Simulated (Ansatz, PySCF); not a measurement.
Energy difference R1 → P1 + P2, each structure at its B3LYP-D3(BJ)/def2-TZVP stationary point, reached from a drawn start (curvature not checked).
R1: H6Mo (SMILES [MoH6]), charge 0, multiplicity 1.
P1, H4Mo (SMILES [MoH4]) (charge 0, multiplicity 3, Z-matrix in Å and degrees):
```
Mo
H 1 1.6932
H 1 1.6932 2 109.46
H 1 1.6932 2 109.47 3 -120.00
H 1 1.6932 2 109.47 3 120.00
```
P2, H2 (SMILES [H][H]) (charge 0, multiplicity 1, Z-matrix in Å and degrees):
```
H
H 1 0.7440
```

P less R. No zero-point or thermal terms; singlets are restricted closed shells; open shells are unrestricted; no spin–orbit coupling. The spin states of the d-block species are the ones drawn and need not be the lowest.

Frozen-core correlation throughout. CBS: X⁻³ extrapolation of the correlation energy, Hartree–Fock from the larger set.

Run with Ansatz (an electronic-structure program) with Gaussian orbitals; PySCF for the D3/D4 terms. Each number belongs to the level named beside it. Elements past Kr take the def2 small-core potentials, without spin–orbit coupling.

**Question.** What reaction energy does BHLYP/def2-TZVPP give?

**Answer.** -0.19 eV

**Question.** Estimate the reaction energy that CCSD(T)/CBS(def2-TZVPP, def2-QZVPP) returns for this input.

**Answer.** 0.53 eV

**Question.** Predict the reaction energy from B2PLYP-D4/def2-TZVPP.

**Answer.** 0.49 eV
